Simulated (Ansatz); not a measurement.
The cation of `O=[CH][Ga]([OH])[OH]` at the neutral geometry.

```yaml
crystal:
  periodic: [false, false, false]
  atoms:
    - {symbol: O, position_ang: [-0.378661, 0.192172, 2.375883]}
    - {symbol: C, position_ang: [-0.089131, 0.845653, 1.409619]}
    - {symbol: Ga, position_ang: [0.057535, -0.058315, -0.392504]}
    - {symbol: O, position_ang: [0.481103, 0.846317, -1.863679]}
    - {symbol: O, position_ang: [-0.228629, -1.804437, -0.602938]}
    - {symbol: H, position_ang: [0.095157, 1.939014, 1.514692]}
    - {symbol: H, position_ang: [0.517335, 0.299491, -2.652524]}
    - {symbol: H, position_ang: [-0.454710, -2.259886, 0.211460]}
basis:
  gaussian: {orbitals: def2-TZVPP}
total_charge: 1
magnetization: {spin_polarized: true, initial_magnetization: 1}
hamiltonian: {xc: {name: wB97X-V}}
```

```sh
$ ansatz run in.yaml --threads 2 --pin off --events-out ev --progress --plain --max-ram 22528MiB --backend cpu
```

Shortened log:

```
Functional definition: wB97X-V
1213 factors; their error is unknown
264 factors; integrals over basis functions are off by at most 5.9e-6 eV
mean field evaluation 1: about -59573.7764 eV, gradient 7.5e1 eV
mean field evaluation 2: about -59537.5067 eV, gradient 1.2e2 eV
mean field evaluation 4: about -59591.6393 eV, gradient 1.0e1 eV
mean field evaluation 8: about -59592.0149 eV, gradient 3.1e-1 eV
mean field evaluation 16: about -59592.1494 eV, gradient 3.4e-3 eV
mean field -59592.14943953 eV, -2189.9710988932 hartree, gradient 2.9e-5 eV, S^2 0.757634; 0 other end points of the search recorded, 0 dependent functions left out
reference -59592.14943782 eV, -2189.9710988303 hartree; 32, 31 occupied and 182, 183 virtual orbitals, 1213 factors
Total energy: -59592.14943782 eV, -2189.9710988303 hartree
```

Run time 21 s (2 threads of an AMD EPYC 7R13 on a shared host); peak host memory 0.97 GiB.
